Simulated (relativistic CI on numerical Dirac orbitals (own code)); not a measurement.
## Hyperfine structure of Pt LXXVII, mass number 195

Method of calculation: Dirac-Coulomb-Breit CI, separate exchange-only KLI orbitals for each configuration, model QED (radiative potential, 1s self-energy scaled to tabulated hydrogen-like ionisation energies), unscaled Slater integrals (own radial code, finite nucleus).

Configuration list: 1s2, 1s 2s, 1s 2p, 1s 3s, 1s 3p, 1s 3d, 1s 4s, 1s 4p, 1s 4d, 1s 4f, 1s 5s, 1s 5p, 1s 5d, 1s 5f, 1s 5g, 1s 6s, 1s 6p, 1s 6d, 2s2. Levels of other configurations are missing.

Nuclear spin I = 1/2, μ = 0.6073 μN (tables of Stone and Pyykkö). The electronic factors are computed for point nuclear moments, without core polarisation or the Bohr-Weisskopf and QED corrections.

```
      Level   E (Ry)  A (GHz)
 1s 2s 3S_1  4865.98   146100
1s 2p 3P°_1  4875.07   133100
1s 2p 3P°_2  5022.34    64300
1s 2p 1P°_1  5026.27   -61670
 1s 3s 3S_1  5813.76   132500
1s 3p 3P°_1  5816.16   128700
1s 3p 3P°_2  5860.03    63680
 1s 3d 3D_2  5860.74    63580
```

Levels with J = 0, under 50 % of one LS term, or S terms without an open s electron are left out. Small factors come from cancelling terms and can be off by tens of per cent or more.

At this charge energies of transitions that change n are usually good to better than 1 %, and those within a shell (Δn = 0) to a few per cent.

**Question.** Give the hyperfine levels of 1s 2s 3S_1 relative to its centre of gravity.

**Answer.** With K = F(F + 1) − I(I + 1) − J(J + 1), E = AK/2: F = 1/2: -146100, F = 3/2: 73040 GHz.

LS names give the leading component of a level, which can be under half, so a name can repeat, a term be missing and a line seem to break the LS rules.
